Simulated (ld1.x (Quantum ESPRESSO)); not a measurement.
silicon: one change to a TM potential, before and after

silicon (Si), norm-conserving Troullier–Martins (Kleinman–Bylander form), made with ld1.x (Quantum ESPRESSO) 7.5 (PBEsol, non-relativistic). Core [Ne], reference 3s1.5 3p2.5. Waves: 3s (bound): rc 1.65 bohr; 3p (bound): rc 2.15 bohr; 3d channel at 0.15 Ry: rc 1.60 bohr. Local part: the d channel. Core correction: none.

Change: all radii scaled by about 1.37 (s 2.26, p 2.94, d 2.18 bohr).

Cutoffs: the cutoffs (Ry, on a coarse ladder) from which the occupation-weighted sum of valence levels, in a spherical-Bessel basis at the reference potential, stays within 10 and 1 mRy of its value at 400 Ry; they do not see the model core or the augmentation charge, which bear on the density cutoff. Errors are all-electron minus pseudo energies relative to the spin-unpolarised reference configuration.

Question: How do hardness, ghosts and transferability respond?

Answer: The potential gets softer (15 Ry and 35 Ry → 10 Ry and 25 Ry); of the 7 tests that both files solve, the error grows in 2 and shrinks in 4 by more than 15 % and 0.3 meV (median size 4.3 → 2.8 meV); neither file shows a bound ghost. A larger radius leaves more room for a smooth pseudo-wave, so fewer plane waves are needed.

```csv
quantity,base,changed
"cutoff, loose",15 Ry,10 Ry
"cutoff, tight",35 Ry,25 Ry
loose cutoff by channel (10 mRy a level),"s 12 Ry, p 6 Ry","s 10 Ry, p 6 Ry"
bound ghosts,none,none
"error for 3s2 3p2, meV [ΔE -3.35 eV]",+0.6,+0.3
"error for 3s2 3p1, meV [ΔE 4.37 eV]",+4.5,+2.8
"error for 3s2 3p0, meV [ΔE 20.35 eV]",+40,+24
"error for 3s2 3p2.3, meV [ΔE -4.28 eV]",+1.1,+0.7
"error for 3s1 3p3, meV [ΔE 3.39 eV]",+0.6,+0.9
"error for 3s1 3p0, meV [ΔE 54.18 eV]",+141,+81
"error for 3s0 3p4, meV [ΔE 10.27 eV]",+4.3,+11
```
